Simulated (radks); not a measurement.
Values are calculated unless marked as measured or tabulated.
Coulomb parameter of the 4d shell of the rhodium ion Rh2+ in the model configuration [Kr] 4d6 5s1, as a second difference U = [E(n + 0.25) + E(n - 0.25) - 2 E(n)] / (0.25)^2 with all orbitals relaxed. "Bare": the charge of the atom changes with n. "Screened": the 5s shell takes up the change at fixed total charge, which measures U(4d,4d) + U(5s,5s) - 2 U(4d,5s). Code: a radial shooting solver on a logarithmic mesh with Libxc functionals. Model: scalar-relativistic Kohn-Sham, SCAN, spin-unpolarised, spherical densities, finite nucleus; meta-GGA in the generalised Kohn-Sham scheme; Fermi nuclear charge, rms radius 4.4945 fm.

start: configuration [Kr] 4d6 5s1; E - E(n) (eV) 0.000
bare +0.25: configuration [Kr] 4d6.25 5s1; E - E(n) (eV) -6.993
bare -0.25: configuration [Kr] 4d5.75 5s1; E - E(n) (eV) 7.797
screened +0.25: configuration [Kr] 4d6.25 5s0.75; E - E(n) (eV) -2.045
screened -0.25: configuration [Kr] 4d5.75 5s1.25; E - E(n) (eV) 2.138

U(bare) = 12.862 eV, U(screened by 5s) = 1.489 eV, against the Slater integral F0(4d,4d) = 17.696 eV with frozen orbitals.
